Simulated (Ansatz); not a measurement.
# Worked example: GeH2F2 + SiH(SiH3)2 → GeH2F + SiH(SiH3)2F

Gas-phase species: GeH2F2 (difluorogermane) `[F][GeH2][F]`, singlet; SiH(SiH3)2, doublet; GeH2F `[F][GeH2]`, doublet; SiH(SiH3)2F, singlet. A radical takes F: the energy is the difference in strength between the Ge–F bond broken and the Si–F bond made.

Shapes, held fixed at every level: PBE0-D4/def2-TZVP. Programs: Ansatz 0.2.0. The zero-point and thermal change to 298 K, harmonic and unscaled (PBE0-D4/def2-TZVP), is -1.3 kJ/mol.

At CCSD(T)/def2-TZVPP; 1 Eh = 2625.50 kJ/mol:

```
    species   energy (Eh)
     GeH2F2  -2276.361072
 SiH(SiH3)2   -871.305074
      GeH2F  -2176.525712
SiH(SiH3)2F   -971.151811
```

Problem. Work out ΔH(298 K) of the reaction at this level.

Solution. 
1. Products less reactants: (-2176.525712) + (-971.151811) − [(-2276.361072) + (-871.305074)] = -0.011377 Eh = -29.9 kJ/mol.
2. With the thermal change: -29.9 + (-1.3) = -31.2 kJ/mol.

Other levels give -46.5 (B3LYP-D4/def2-TZVPP) to -10.3 kJ/mol (MP2/def2-SVP). No measured value is set beside it here. Open shells run unrestricted. Relativity is left out for Ge. Outer-core shells of Ge are correlated, in sets that cover them unevenly. The median of the other correlated levels is -40.9 kJ/mol.
